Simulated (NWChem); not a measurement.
A series in which one site is exchanged, each optimised at PBE0/def2-SVP with NWChem, gas phase unless a solvent is named. All stand in one matching conformer (torsions within 35°), which need not be the lowest. This build's default masses of Se (78.918 u) and Br (79.917 u) are each other's, which moves their modes by up to 0.6 %. For some, no frequency run checked for a minimum. def2 effective core potentials on I; no spin-orbit coupling.

A: [OH][Ga]([OH])[I] (GaH2O2I; site = I)
B: [Ga]([OH])([OH])[Cl] (GaH2O2Cl; site = Cl)
C: [OH][GaH][OH] (GaH3O2; site = H)
D: [OH][Ga]([OH])[Br] (GaH2O2Br; site = Br)

Values for A:

- dipole (D), PBE0/def2-SVP = 1.55
- orbital gap (eV), PBE0/def2-SVP = 6.58
- vertical ionisation energy, ΔSCF, B3LYP/def2-SVP (eV) = 10.17
- static polarisability, B3LYP/def2-SVPD (bohr³) = 71.2
- lowest singlet excitation, B3LYP/def2-SVPD, TDA (eV) = 4.85

### Question
How do these values change for the other members?

### Answer
```csv
change from A,B,C,D
"dipole (D), PBE0/def2-SVP",+0.22,+0.20,+0.11
"orbital gap (eV), PBE0/def2-SVP",+1.37,+1.51,+0.86
"vertical ionisation energy, ΔSCF, B3LYP/def2-SVP (eV)",+1.02,+0.65,+0.72
"static polarisability, B3LYP/def2-SVPD (bohr³)",-22.3,-33.9,-14.2
"lowest singlet excitation, B3LYP/def2-SVPD, TDA (eV)",+1.17,+1.71,+0.78
```
